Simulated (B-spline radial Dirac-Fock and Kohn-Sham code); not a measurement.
Calculated with a radial atomic solver, using Dirac-Fock densities.

Q: This computed X-ray form factor belongs to an atom or ion in its tabulated ground configuration. Which?

```csv
sin θ/λ (Å⁻¹),f₀
0.23,16.861
0.28,16.795
0.34,16.699
0.41,16.565
0.86,15.219
1.26,13.544
1.52,12.369
2.21,9.499
2.67,8.048
```

A: Lu⁵⁴⁺, with 17 electrons in [Ne] 3s2 3p5. f₀ tends to the number of electrons as s goes to zero, which the first rows give only roughly, and the rate of fall reflects the nuclear charge, 71.
